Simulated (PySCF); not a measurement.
## Correlation energy of In³⁺ (indium, charge +3)

Starting occupation: [Kr] 4d9 5s1, 4d3/2 with m_j = -3/2, -1/2, +1/2, +3/2, 4d5/2 with m_j = -3/2, -1/2, +1/2, +3/2, +5/2, 5s1/2 with m_j = +1/2. Computed with PySCF 2.14 in x2c-TZVPall-2c with one added diffuse shell each of s, p, d, f type (9s10p6d3f, 90 functions), with X2C-1e with screened-nucleus spin-orbit coupling, Gaussian nucleus. Frozen: [Ar] 3d10; 18 electrons correlated; the 6 highest virtual spinors left out.

MP2 pair energies summed by pair of shells (mhartree):

| pair | energy | share (%) |
| --- | --- | --- |
| 4d3/2-4d5/2 | -65.34 | 23.2 |
| 4d5/2-4d5/2 | -35.29 | 12.5 |
| 4d5/2-4p3/2 | -30.98 | 11.0 |
| 4d3/2-4p3/2 | -22.12 | 7.8 |
| 4d3/2-4d3/2 | -21.68 | 7.7 |
| 4d5/2-5s1/2 | -20.11 | 7.1 |
| 4d3/2-5s1/2 | -13.85 | 4.9 |
| 4p3/2-4p3/2 | -10.54 | 3.7 |
| 4d5/2-4p1/2 | -9.96 | 3.5 |
| 4p1/2-4p3/2 | -9.95 | 3.5 |
| 4p3/2-4s1/2 | -7.65 | 2.7 |
| 4d3/2-4p1/2 | -7.60 | 2.7 |
| 4d5/2-4s1/2 | -6.96 | 2.5 |
| 4d3/2-4s1/2 | -5.57 | 2.0 |
| 4p3/2-5s1/2 | -5.19 | 1.8 |
| 4p1/2-4s1/2 | -3.61 | 1.3 |
| 4p1/2-4p1/2 | -2.14 | 0.8 |
| 4s1/2-4s1/2 | -1.75 | 0.6 |
| 4p1/2-5s1/2 | -1.32 | 0.5 |
| 4s1/2-5s1/2 | -0.53 | 0.2 |

Total MP2 correlation energy: -282.15 mhartree.

This basis was not built for core-valence correlation, so the inner-shell part is incomplete.
